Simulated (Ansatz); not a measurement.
Coupled-cluster run, H3O3Y (`[OH][Y]([OH])[OH]`).

```yaml
crystal:
  periodic: [false, false, false]
  atoms:
    - {symbol: O, position_ang: [-1.278869, -0.551862, 1.473912]}
    - {symbol: Y, position_ang: [-0.000071, 0.000266, -0.000137]}
    - {symbol: O, position_ang: [1.783071, 0.845113, 0.468522]}
    - {symbol: O, position_ang: [-0.504291, -0.292847, -1.942530]}
    - {symbol: H, position_ang: [-1.880024, -0.811817, 2.164653]}
    - {symbol: H, position_ang: [2.619743, 1.241251, 0.690194]}
    - {symbol: H, position_ang: [-0.739539, -0.430104, -2.854614]}
basis:
  gaussian: {orbitals: def2-TZVPP}
correlation: {method: ccsd_t}
output: {orbitals: {seedname: orbitals}}
```

```sh
$ ansatz run in.yaml --threads 4 --pin off --events-out ev --progress --plain --max-ram 10444MiB
```

Log, shortened:

```
Functional definition: HF
1225 factors; integrals over basis functions are off by at most 1.1e-3 eV
mean field evaluation 1: about -7189.0014 eV, gradient 7.4e1 eV
mean field evaluation 2: about -7189.0822 eV, gradient 7.4e1 eV
mean field evaluation 4: about -7198.2400 eV, gradient 2.1e0 eV
mean field evaluation 8: about -7198.2999 eV, gradient 1.4e-1 eV
mean field -7198.29995754 eV, -264.5326442567 hartree, gradient 2.4e-6 eV, S^2 0.000000; 0 other end points of the search recorded, 0 dependent functions left out
3 core orbitals not correlated: weight in the atoms' cores, before any rotation towards them, 1.000 or more for the frozen orbitals, at most 0.000 for the correlated occupied ones
reference -7198.29995754 eV, -264.5326442567 hartree; 16, 16 occupied and 172, 172 virtual orbitals, 1225 factors
second order -27.14771693 eV of doubles, -0.00000000 eV of singles
cycle   1  -26.50647815 eV  change    6.4e-1 eV  update   1.3e-1
cycle   2  -27.06455882 eV  change   -5.6e-1 eV  update   4.2e-2
cycle   3  -27.22878560 eV  change   -1.6e-1 eV  update   2.0e-2
cycle   4  -27.21233060 eV  change    1.6e-2 eV  update   5.7e-3
cycle   5  -27.20793523 eV  change    4.4e-3 eV  update   2.1e-3
cycle   6  -27.20900484 eV  change   -1.1e-3 eV  update   6.3e-4
cycle   7  -27.20870024 eV  change    3.0e-4 eV  update   1.9e-4
cycle   8  -27.20854591 eV  change    1.5e-4 eV  update   6.6e-5
cycle   9  -27.20854374 eV  change    2.2e-6 eV  update   2.2e-5
perturbative correction -0.95694597 eV, -0.0351671157 hartree
Total energy: -7226.46544725 eV, -265.5677069123 hartree
```

Hardware: 4 threads of an Arm Neoverse V1 on a shared host. Wall time 67 s, peak host memory 2.5 GiB.

MP2 recovers 96.4 % of the CCSD(T) correlation energy and the triples give 3.4 %; T1 = 0.0142.
